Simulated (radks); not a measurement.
Results of a calculation; reference values are marked as such.
Os I, 76 electrons, occupied as [Xe] 4f14 5d6 6s1.5 6d0.5 (fractional occupations, a model configuration). Code: a radial shooting solver on a logarithmic mesh with Libxc functionals. Model: scalar-relativistic Kohn-Sham, Wu-Cohen GGA, spin-unpolarised, spherical densities, finite nucleus; Fermi nuclear charge, rms radius 5.4126 fm. Some entries of the table are withheld. Estimate them.

| orbital | occ. | eigenvalue (eV) | r(max) (bohr) | <r^2> (bohr^2) |
|---|---|---|---|---|
| 1s | 2 | -73842.56 | 0.01103 | 0.0004337 |
| 2s | 2 | -12863.53 | 0.06341 | 0.006644 |
| 2p | 6 | -11205.98 | 0.05219 | 0.005532 |
| 3s | 2 | -2995.635 | 0.1788 | 0.04301 |
| 3p | 6 | -2508.661 | 0.1774 | 0.04389 |
| 3d | 10 | -1963.278 | 0.1444 | 0.03637 |
| 4s | 2 | -634.2403 | 0.4048 | 0.2106 |
| 4p | 6 | -474.4309 | 0.4251 | 0.2400 |
| 4d | 10 | -275.6980 | 0.4346 | 0.2768 |
| 5s | 2 | -94.4413 | 0.9132 | (1) |
| 4f | 14 | -54.9061 | 0.4054 | (2) |
| 5p | 6 | -53.7704 | 1.030 | 1.550 |
| 5d | 6 | -9.1153 | 1.356 | 3.817 |
| 6s | 1.5 | -8.6165 | 2.433 | 9.257 |
| 6d | 0.5 | -0.4360 | 15.52 | 263.7 |

Answer. 
(1) 5s <r^2> (bohr^2): 1.136
(2) 4f <r^2> (bohr^2): 0.3823
